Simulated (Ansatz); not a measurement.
The pair A = SiH4 (SMILES [SiH4]) (first 5 atoms), B = CH6Si (SMILES C[SiH3]); geometry from B3LYP-D3(BJ)/def2-TZVP.
(charge 0, multiplicity 1):
```tsv
atom	x (Å)	y (Å)	z (Å)
Si	0.0159	-0.3016	0.1916
H	-1.1782	-0.1975	1.0594
H	-0.3660	-0.0324	-1.2129
H	0.5767	-1.6682	0.2968
H	1.0314	0.6802	0.6308
C	0.8306	-0.7578	4.0304
Si	-0.3862	0.6489	4.2790
H	0.6484	-1.2809	3.0905
H	0.7450	-1.4867	4.8385
H	1.8570	-0.3870	4.0174
H	-0.2172	1.6848	3.2325
H	-0.1710	1.2853	5.6018
H	-1.7813	0.1495	4.2222
```

Correlated levels freeze the cores. MP2 and its Hartree–Fock in aug-cc-pV(T+d)Z are density fitted.

Codes used: Ansatz (Gaussian orbitals). Each number belongs to the level named beside it.

The counterpoise-corrected interaction energy is E(AB) − E(A in the pair's basis) − E(B in the pair's basis). Total energies (hartree):

```json
[
 {"level": "HF/aug-cc-pV(D+d)Z", "AB": "-621.5496479", "A in the pair's basis": "-291.2506322", "B in the pair's basis": "-330.3011145"},
 {"level": "MP2/aug-cc-pV(D+d)Z", "AB": "-621.9454024", "A in the pair's basis": "-291.3726311", "B in the pair's basis": "-330.5717240"},
 {"level": "HF/aug-cc-pV(T+d)Z", "AB": "-621.5882034", "A in the pair's basis": "-291.2639441", "B in the pair's basis": "-330.3263386"},
 {"level": "MP2/aug-cc-pV(T+d)Z", "AB": "-622.0610975", "A in the pair's basis": "-291.4097273", "B in the pair's basis": "-330.6499196"},
 {"level": "CCSD(T)/aug-cc-pV(D+d)Z", "AB": "-622.0322378", "A in the pair's basis": "-291.4074447", "B in the pair's basis": "-330.6236279"}
]
```

Q: Work out the counterpoise-corrected interaction energy at the basis-set limit: extrapolate the MP2 correlation part as X⁻³, take Hartree–Fock from the larger set, and add the CCSD(T) − MP2 difference of aug-cc-pV(D+d)Z.

A: 
1. Differences (1 hartree = 627.509 kcal/mol): HF/aug-cc-pV(D+d)Z 1.317; MP2/aug-cc-pV(D+d)Z -0.657; HF/aug-cc-pV(T+d)Z 1.305; MP2/aug-cc-pV(T+d)Z -0.910; CCSD(T)/aug-cc-pV(D+d)Z -0.731.
2. Correlation parts, MP2 less HF: -1.974 in aug-cc-pV(D+d)Z (X = 2), -2.215 in aug-cc-pV(T+d)Z (X = 3).
3. Limit (3³·(-2.215) − 2³·(-1.974))/(3³ − 2³) = -2.316; with HF/aug-cc-pV(T+d)Z it gives -1.012.
4. CCSD(T) less MP2 in aug-cc-pV(D+d)Z: -0.074.
Result: -1.09 kcal/mol, against -0.66 at MP2/aug-cc-pV(D+d)Z. It is an estimate of this method's limit, not of the exact value.

Ansatz is a quantum-chemistry and plane-wave program.
